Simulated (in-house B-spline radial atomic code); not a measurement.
## RPA and G0W0 on PBE0: Zn III (Zn2+)

Configuration [Ar] 3d10, mean-field start PBE0. Computed with an all-electron radial atomic-structure program (B-spline basis): all electrons, non-relativistic, point nucleus, each spin shell either full or empty, empty states to l = 9 with an (l + 1/2)⁻⁴ tail; G0W0 by contour deformation at full frequency.

Command:
```bash
python run_gw.py task.json out
```
Settings (radii: box in bohr, nucleus in fm):
```
Z                        30
electrons                28
configuration            [Ar] 3d10
hamiltonian              nr
method                   pbe0
lmax                     9
spin_polarised           False
box_radius               17.55
intervals                52
```

Cost of the run: 2 s on 1 thread of Arm Neoverse N1 (shared host).

Energies (hartree):

```csv
term,value
mean-field total,-1778.19702
Hartree-Fock functional on these orbitals,-1776.94450
direct second order,-2.5231
second-order exchange,0.71899
SOSEX correction,0.64544
```

(1) What is the RPA correlation energy, and what remains with SOSEX?

Quasi-particle levels (eV):

| level | occupied | mean field | Σx - vxc | Σc | QP weight | G0W0 |
| --- | --- | --- | --- | --- | --- | --- |
| 3d | yes | -33.95 | -8.79 | ? | ? | ? |
| 4s | no | -21.013 | 4.62 | -1.36 | 0.978 | -17.751 |

G0W0 = mean field + (Σx - vxc) + Σc, with Σc (partial-wave tail included) taken at the quasi-particle energy. Only the outer levels were computed. Levels of low weight are left out.

(2) Where does G0W0 put 3d?

## Answers

(1) RPA gives -2.0871 hartree (-2.03 eV per electron); RPA + SOSEX gives -1.4417, and the second-order doubles -1.8042 hartree (no singles). RPA lacks exchange-type terms and so overcorrelates at short range.

(2) At -40.19 eV, with Σc = 2.55 eV and a quasi-particle weight of 0.903. The tabulated removal energy is 39.723 eV (NIST, measured); the calculation leaves out relativity, Breit and QED terms, and what these don't explain is the method's own error.
